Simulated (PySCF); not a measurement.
Saddle point of CH5GaO, closed shell (CH₅GaO ([CH3][GaH][OH]) → CH₃GaO ([CH3][Ga][O]) + H₂; bonds formed: H2–H4; bonds broken: Ga1–H2, O3–H4), PBE0-D4/def2-TZVP structure:

```
8
angstrom
Ga 0.4011 -0.5245 0.2089
H -1.0404 -1.7269 -0.5312
O 0.9800 -2.0965 0.5116
H -0.2901 -2.1661 -0.1431
C 0.0428 1.3598 0.0180
H 0.8608 1.9472 0.4359
H -0.8827 1.6066 0.5398
H -0.0715 1.6003 -1.0397
```

Energies are electronic, without zero-point energy. Barriers and step energies count from the start structure reached by relaxing down the imaginary mode; all methods use the PBE0-D4 structures, on which another method's saddle can fall below an end. PySCF 2.14 with density fitting (its default auxiliary sets; JK sets also for MP2 and CCSD(T)); basis: def2-TZVPP, with def2-QZVPP for the basis limit; cores frozen in the correlated methods. Filled d shells of the heavier atoms are correlated. The def2 sets are not built for correlating such inner shells, so the correlated values are less sure here. B3LYP uses VWN-RPA correlation. Extrapolation: Hartree–Fock as exp(−7.88 √X), correlation as X^−2.97.

```
   method  barrier (kJ/mol)  step energy (kJ/mol)
    SPW92             240.3                 201.1
   PBE-D4             243.5                 172.4
r2SCAN-D4                 ?                 193.2
  PBE0-D4             277.6                 208.6
 B3LYP-D4             274.6                 190.8
 BHLYP-D4             312.4                 230.2
  wB97M-V                 ?                 211.0
       HF             365.0                 265.6
      MP2                 ?                 180.8
     CCSD             302.9                 215.8
  CCSD(T)             285.3                 198.4
```

Q: Fill in the withheld barriers. (Judge from chemistry; the value comes from the calculation.)

A: Computed: wB97M-V 290.7; MP2 270.9; r2SCAN-D4 266.0 kJ/mol. Each is the energy of the saddle less that of the start structure, by the same method.

For comparison, the barrier by CCSD(T) at an estimated basis limit (MP2 extrapolated from triple and quadruple zeta, plus CCSD(T) − MP2 in triple zeta) is 283.3 kJ/mol.

T1 diagnostic: at most 0.025.

Labels in which every atom is bracketed show which atoms are joined, not bond orders.

For scale, one of the runs: CCSD(T)/def2-TZVPP, 180 basis functions, launched by `OMP_NUM_THREADS=4 python run.py`. The run took 5 min on 4 CPU threads of an Arm Neoverse V2 (shared host), with 2 GiB of host memory at its peak.
